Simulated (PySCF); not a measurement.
C₅H₄F₂, SMILES C=C=C(F)/C=C\F.

Geometry: PBE-D3(BJ)/def2-SVP. The structure was generated by enumeration; whether it is a known compound was not checked. The values are those of a single conformer.

The numbers are results of PBE-D3(BJ)/def2-SVP run with PySCF, not measurements.

Harmonic, unscaled wavenumbers; measured fundamentals usually lie a few per cent lower.

Computed vibrational spectrum:
```tsv
mode	ν (cm⁻¹)	IR (km/mol)	moving atoms (share of kinetic energy)
1	45	3.8	F 52 %, C 34 %, H 14 %
2	115	1.5	C 49 %, F 37 %, H 14 %
3	203	2.1	F 49 %, C 46 %
4	210	5.8	C 65 %, H 27 %
5	353	1.0	F 61 %, C 34 %
6	357	1.2	C 66 %, H 29 %
7	568	19.9	C 79 %, F 16 %
8	587	0.0	H 78 %, C 20 %
9	604	0.7	C 72 %, H 22 %
10	712	14.5	C 53 %, F 40 %
11	735	31.0	H 69 %, C 28 %
12	808	0.8	C 78 %, F 11 %, H 10 %
13	868	0.0	H 79 %, C 21 %
14	870	31.0	H 73 %, C 27 %
15	955	0.0	H 67 %, C 33 %
16	1035	30.3	H 50 %, C 28 %, F 23 %
17	1153	168.0	C 67 %, F 21 %, H 12 %
18	1228	18.5	H 64 %, C 22 %, F 14 %
19	1273	20.0	H 57 %, C 40 %
20	1371	2.7	H 56 %, C 42 %
21	1426	28.9	C 58 %, H 41 %
22	1683	87.8	C 94 %
23	2009	14.0	C 99 %
24	3025	10.7	H 95 %
25	3103	1.1	H 89 %, C 11 %
26	3127	1.7	H 92 %
27	3146	2.1	H 91 %, C 9 %
```
